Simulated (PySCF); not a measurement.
# TDDFT excited states: C6H13NO

Compound: C6H13NO.
SMILES: `CCCC(=O)N(C)C`

The calculation used TDDFT CAM-B3LYP/def2-SVPD, vertical, gas phase, core orbitals frozen in the response (PySCF 2.14.0, density-fitted response routines). Geometry: PBE0-D3(BJ)/def2-SVP, one conformer, isolated molecule. Torsions of this conformer, `[CH3:1][CH2:2][CH2:3][C:4](=[O:5])[N:6]([CH3:7])[CH3:8]`: C1–C2–C3–C4 180°, C2–C3–C4–O5 1°, C3–C4–N6–C7 176°.

**Question.** Predict the UV-vis stick spectrum at this level.

**Answer.** 

```tsv
state	λ (nm)	E (eV)	f	|μ| (D)	main configurations (H = HOMO, L = LUMO)
S1	214.3	5.79	0.0010	0.22	H-1→L+2 (77%)
S2	193.5	6.41	0.035	1.20	H→L (88%)
S3	177.1	7.00	0.209	2.80	H→L+2 (73%), H→L+3 (8%)
S4	175.1	7.08	0.051	1.38	H-1→L (70%), H-1→L+3 (10%)
S5	164.7	7.53	0.0055	0.44	H→L+1 (64%), H→L+4 (24%)
S6	164.3	7.54	0.0010	0.18	H→L+3 (77%)
S7	154.2	8.04	0.026	0.92	H-1→L+1 (47%), H-1→L+3 (20%), H-1→L (11%)
S8	153.4	8.08	0.0020	0.25	H→L+5 (43%), H→L+7 (20%), H→L+4 (16%)
S9	152.3	8.14	0.015	0.70	H-1→L+3 (43%), H-1→L+1 (33%)
S10	149.4	8.30	0.026	0.90	H→L+6 (39%), H→L+7 (27%), H→L+5 (12%)
```

Triplets, Tamm–Dancoff:

```csv
state,E (eV),λ (nm),"main configurations (H = HOMO, L = LUMO)"
T1,5.19,239.1,H→L+2 (73%)
T2,5.33,232.4,H-1→L+2 (76%)
T3,6.34,195.6,H→L (84%)
T4,6.98,177.6,"H-1→L (73%), H-1→L+3 (12%), H-1→L+4 (9%)"
```

The lowest singlet comes at 214 nm (558 kJ/mol) in the ultraviolet; it is very weak; its leading configuration is HOMO-1→LUMO+2 (77%). The strongest level in the table is S3 at 7.00 eV (177 nm, f = 0.209). Löwdin shares by element: HOMO nitrogen 43%, oxygen 23%, carbon 13% or more (atoms not listed hold the other 20%); LUMO carbon 38% or more, hydrogen 8% or more (atoms not listed hold the other 54%). Weighted by f, the mean energy of these states is 7.18 eV. Orbital energies (eV): HOMO-3 -10.96, HOMO-2 -10.62, HOMO-1 -8.71, HOMO -8.29, LUMO 1.04, LUMO+1 1.62, LUMO+2 1.87. The listed states span 2.51 eV, and the widest gap between neighbours is 0.62 eV (S1 to S2). All these states lie below the vertical ionisation energy of 8.96 eV (ΔSCF). The window holds the lowest 10 singlets.

Time: 4.0 min of wall time. Hardware: an x86-64 server with one thread, shared host.
